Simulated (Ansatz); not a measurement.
GeH$_{7}$NSi$_{2}$, SMILES `[SiH3][N]([SiH3])[GeH]` at its PBE0-D4/def2-TZVP geometry, where that method's forces vanish. Charge 0, multiplicity 1.

```tsv
atom	x (Å)	y (Å)	z (Å)
Si1	-0.2350	0.1529	-1.4096
N2	-0.1794	0.2445	0.3337
Si3	0.8111	-0.8517	1.2531
Ge4	-1.1983	1.5324	1.1927
H5	0.2356	1.4188	-2.0254
H6	0.6679	-0.9515	-1.8457
H7	-1.6094	-0.1456	-1.8843
H8	0.6441	-0.5199	2.6920
H9	0.4018	-2.2620	1.0169
H10	2.2431	-0.7183	0.8742
H11	-1.7815	2.1003	-0.1975
```

(1) For each bond, give half the difference of the two atoms' forces along it (eV/Å; positive pushes the atoms apart) under PBE-D4, r2SCAN-D4, B3LYP-D4, ωB97M-V in def2-TZVPP. (An estimate is asked.)

Results:

(1) Ansatz gave: 
| bond | length (Å) | PBE-D4 | r2SCAN-D4 | B3LYP-D4 | ωB97M-V |
| --- | --- | --- | --- | --- | --- |
| Si1–N2 | 1.747 | 0.11 | 0.06 | 0.08 | 0.09 |
| Si1–H5 | 1.484 | 0.03 | -0.04 | -0.09 | -0.12 |
| Si1–H6 | 1.492 | 0.05 | -0.03 | -0.10 | -0.11 |
| Si1–H7 | 1.484 | 0.03 | -0.04 | -0.09 | -0.12 |
| N2–Si3 | 1.740 | 0.10 | 0.07 | 0.06 | 0.09 |
| N2–Ge4 | 1.853 | 0.26 | 0.04 | 0.25 | 0.01 |
| Si3–H8 | 1.486 | 0.04 | -0.06 | -0.09 | -0.11 |
| Si3–H9 | 1.487 | 0.04 | -0.03 | -0.08 | -0.12 |
| Si3–H10 | 1.487 | 0.04 | -0.03 | -0.08 | -0.12 |
| Ge4–H11 | 1.611 | 0.21 | -0.02 | 0.03 | -0.10 |

B3LYP here is the variant with VWN-RPA as its local correlation; programs differ in this.
